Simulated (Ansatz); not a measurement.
## Abstraction of F: C4H7F + CHBr2 → C4H7 + CHBr2F

Species: C4H7F `FC1CCC1`, singlet; CHBr2 `Br[CH]Br`, doublet; C4H7 (cyclobutyl radical) `[CH]1CCC1`, doublet; CHBr2F (dibromofluoromethane) `FC(Br)Br`, singlet. A radical takes F: the energy is the difference in strength between two C–F bonds in different surroundings.

Shapes, held fixed at every level: PBE0-D4/def2-TZVP. Programs: Ansatz 0.2.0. The zero-point and thermal change to 298 K, harmonic and unscaled (PBE0-D4/def2-TZVP), is -4.5 kJ/mol.

Problem. Estimate ΔH(298 K) of this reaction.

Solution. The highest level, CCSD(T)/def2-TZVPP, gives ΔH(298 K) = +43.6 kJ/mol; the levels span +32.6 to +46.0. The column of differences is taken from that level and isn't an error. No measured value is set beside it here. Open shells run unrestricted. Relativity is left out for Br. Outer-core shells of Br are correlated in most correlated rows, in sets that cover them unevenly.

```json
{"level": "SPW92/def2-TZVPP", "kind": "LDA", "ΔH(298 K) (kJ/mol)": "+37.8", "less CCSD(T)/def2-TZVPP": "-5.8"}
{"level": "r2SCAN-D4/def2-TZVPP", "kind": "meta-GGA", "ΔH(298 K) (kJ/mol)": "+32.6", "less CCSD(T)/def2-TZVPP": "-11.0"}
{"level": "B3LYP-D4/def2-TZVPP", "kind": "global hybrid", "ΔH(298 K) (kJ/mol)": "+35.6", "less CCSD(T)/def2-TZVPP": "-8.0"}
{"level": "wB97X-V/def2-TZVPP", "kind": "range-separated hybrid", "ΔH(298 K) (kJ/mol)": "+41.2", "less CCSD(T)/def2-TZVPP": "-2.4"}
{"level": "CCSD/def2-SVP", "kind": "coupled cluster or CI", "ΔH(298 K) (kJ/mol)": "+46.0", "less CCSD(T)/def2-TZVPP": "+2.4"}
{"level": "CCSD/def2-TZVPP", "kind": "coupled cluster or CI", "ΔH(298 K) (kJ/mol)": "+44.1", "less CCSD(T)/def2-TZVPP": "+0.5"}
{"level": "CCSD(T)/def2-TZVPP", "kind": "coupled cluster or CI", "ΔH(298 K) (kJ/mol)": "+43.6", "less CCSD(T)/def2-TZVPP": "0.0"}
```
